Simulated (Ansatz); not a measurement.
One elementary step

Start structure (SiAsNH₈O, closed shell), relaxed at PBE0-D4/def2-TZVP:

```xyz
12
angstrom
Si -0.9587 1.1766 0.3676
O -1.1518 -0.3078 1.0648
H 0.2413 1.6944 1.0672
H -2.1348 2.0580 0.6010
N -0.8088 1.0890 -1.3282
H 1.9975 -1.0964 1.3917
As 1.8128 -1.3669 -0.0892
H -1.8360 -0.8612 0.6834
H 0.0010 0.6959 -1.7786
H -1.3577 1.6682 -1.9389
H 3.1459 -2.0946 -0.2033
H 1.0493 -2.6550 0.1623
```

The step: SiNH₅O ([NH2][SiH2][OH]) + AsH₃ → SiAsNH₆ ([NH2][SiH2][AsH2]) + H₂O; bonds formed: Si1–As7, O2–H6; bonds broken: Si1–O2, H6–As7. Computed with Ansatz 0.2.0 (basis: def2-TZVPP and def2-QZVPP); correlated methods freeze the cores. Filled d shells of the heavier atoms are correlated. The def2 sets are not built for correlating such inner shells, so the correlated values are less sure here. Extrapolation: Hartree–Fock as exp(−7.88 √X), correlation as X^−2.97. Energies below are by CCSD(T) at an estimated basis limit (MP2 extrapolated from triple and quadruple zeta, plus CCSD(T) − MP2 in triple zeta).

(1) What are the electronic barrier and the energy of the step, from the start structure to the end structure? (An estimate is asked for; the value comes from the calculation.)

The T1 diagnostic stays at or below 0.012.

Answers

(1) Computed: Barrier 2.009 eV; step energy 0.842 eV (uphill); reverse barrier, their difference, 1.167 eV. Barrier and step energy count from the start structure, the reverse barrier from the end structure.

The saddle point: One imaginary mode of 390i cm⁻¹.
```
   pair  start (Å)  saddle (Å)  end (Å)
Si1–As7       3.79        2.84     2.36
  O2–H6       3.26        1.06     0.96
 Si1–O2       1.65        1.84     3.87
 H6–As7       1.52        2.12     3.11
```

Zero-point energy (harmonic, PBE0-D4): ZPE is 2.192 eV at the start and 2.219 eV at the saddle, so the barrier goes from 2.009 to 2.037 eV.

Labels in which every atom is bracketed show which atoms are joined, not bond orders.

For scale, one of the runs: CCSD(T)/def2-TZVPP, 264 basis functions, launched by `ansatz run in.yaml --threads 8 --pin off --events-out ev --progress --plain --max-ram 19148MiB`. Hardware: 8 CPU threads of an Arm Neoverse V2, shared host. Wall time 2.4 min; peak host memory 6.5 GiB.
